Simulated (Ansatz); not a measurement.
Calculated with Ansatz (gas phase, PBE0-D4/def2-TZVP geometries, no zero-point term in ΔE). CCSD(T)/CBS is the MP2 limit (def2-TZVPP, def2-QZVPP) plus CCSD(T) − MP2 in def2-TZVPP, frozen cores. def2 core potentials past Kr. For Ga, I, Zr outer-core shells are correlated without core-valence functions, which leaves a few kJ/mol of doubt a bond. Scalar relativity is left out up to krypton. One conformer a species, not always the lowest.

Consider the redistribution: `F[CH2][GaH][I]` + `[NH2][Zr]([NH2])([NH2])[F]` → `[NH2][GaH][CH2]F` + `[NH2][Zr]([NH2])([F])[I]`.

`F[CH2][GaH][I]`:

```xyz
7

F     0.458    1.717    0.989
C     0.699    0.637    0.152
Ga   -0.891   -0.538   -0.005
I    -0.506   -2.503   -1.501
H     1.549    0.070    0.546
H     0.986    1.016   -0.835
H    -2.294   -0.400    0.655
```

`[NH2][Zr]([NH2])([NH2])[F]`:

Cartesian coordinates in Å:
```
N -1.581 0.909 0.550
Zr 0.347 0.323 0.256
N 0.494 -1.605 0.899
N 0.673 0.310 -1.754
F 1.592 1.478 1.173
H -1.904 1.868 0.561
H -2.348 0.306 0.812
H 0.623 -1.890 1.861
H 0.556 -2.422 0.308
H 1.582 0.303 -2.198
H -0.034 0.420 -2.468
```

`[NH2][GaH][CH2]F`:

```xyz
9

N     0.400    1.708   -0.454
Ga    0.647   -0.091   -0.413
C    -0.710   -1.143    0.592
F    -0.420   -2.505    0.556
H    -0.361    2.196   -0.014
H     1.020    2.342   -0.929
H     1.889   -0.671   -1.155
H    -1.712   -1.001    0.174
H    -0.753   -0.836    1.643
```

`[NH2][Zr]([NH2])([F])[I]`:

Z-matrix (Å, degrees):
```
Zr
N 1 2.014
F 1 1.904 2 109.5
N 1 2.009 2 106.5 3 -120.4
I 1 2.757 2 108.2 3 122.0
H 2 1.010 1 127.0 3 129.5
H 2 1.012 1 124.2 3 -50.1
H 4 1.012 1 126.6 2 113.2
H 4 1.012 1 124.2 2 -73.9
```

```
                     species  HF/CBS(def2) energy (Eh)
            `F[CH2][GaH][I]`               -2359.11380
`[NH2][Zr]([NH2])([NH2])[F]`                -313.16307
          `[NH2][GaH][CH2]F`               -2118.05413
  `[NH2][Zr]([NH2])([F])[I]`                -554.22515
```

Question: Work out ΔE.

Answer: ΔE = (-2118.05413) + (-554.22515) − (-2359.11380) − (-313.16307) = -0.00241 Eh = -1.5 kcal/mol. CCSD(T)/CBS gives -2.6 kcal/mol.

Largest T1 diagnostic among the species: 0.016.

In def2-TZVPP, CCSD(T) changes the Hartree–Fock value by −1.8 kcal/mol (the triples alone add −0.6 kcal/mol) and MP2 by −2.7 kcal/mol.
